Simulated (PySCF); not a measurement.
Compound: 3-chlorothiophenol, C6H5ClS.
Cartesian coordinates in Å at the GFN2-xTB level; atoms count from 1:
```
atom  x, y, z in Å
S1     2.8626   -0.2116   -0.0253
C2     1.0989   -0.1470   -0.0082
C3     0.3943   -1.3452    0.0342
C4    -0.9868   -1.3256    0.0507
C5    -1.6789   -0.1259    0.0215
C6    -0.9635    1.0595   -0.0234
Cl7   -1.8065    2.5679   -0.0687
C8     0.4210    1.0643   -0.0362
H9     3.0561    1.1055   -0.0644
H10    0.9334   -2.2796    0.0544
H11   -1.5344   -2.2545    0.0861
H12   -2.7566   -0.1084    0.0308
H13    0.9560    2.0012   -0.0694
```

Probes without a nucleus sit at each ring's centroid and 1 Å off its mean plane on both sides; NICS is minus the shielding there, NICSzz its component along the normal. Level: GIAO PBE0/pcSseg-1 (PySCF, non-relativistic, gas phase) on the GFN2-xTB geometry, one conformer.

Ring bond lengths (Å), with Mayer bond orders in brackets: C2–C3 1.391 (1.37), C3–C4 1.381 (1.46), C4–C5 1.385 (1.42), C5–C6 1.385 (1.36), C6–C8 1.385 (1.36), C8–C2 1.388 (1.34).

Question: Give the NICS values of each ring in ppm.

Answer: 
| ring | type | NICS(0) | NICS(1), two faces | NICS(1)zz, two faces | rms pucker (Å) | centre to ring atoms, mean (Å) |
| --- | --- | --- | --- | --- | --- | --- |
| C2–C3–C4–C5–C6–C8 | 6-membered carbocycle; formal bonds all aromatic | -8.7 | -10.3 / -10.3 | -24.8 / -24.7 | 0.00 | 1.39 |

Question: What can be read from them?

Answer: 
- C2–C3–C4–C5–C6–C8: mean NICS(1)zz -24.7 ppm, shielded. The ring is flat and has no four-coordinate atom; by the NICS criterion it is aromatic.

Question: How equal are the bonds by HOMA? HOMA takes Krygowski's 1993 parameters.

Answer: 
- C2–C3–C4–C5–C6–C8: HOMA 1.00 = 1 − EN − GEO, with mean bond length 1.386 Å, EN = α(Ropt − mean)² = 0.001 and GEO = α × variance = 0.002. The geometric and the magnetic index point the same way.

Question: What field does 14.1 T along the ring normal induce along that normal at the second NICS(1) probe listed for ring C2–C3–C4–C5–C6–C8, 1 Å off the ring?

Answer: NICSzz × B0 = -24.7 ppm × 14.1 T = -348 μT, against the applied field.

Hardware: Arm Neoverse N1, one thread, shared host. Cost: 50 s of wall time (grids of density and orbitals included). This is the whole shielding run at PBE0/pcSseg-1, SCF included.
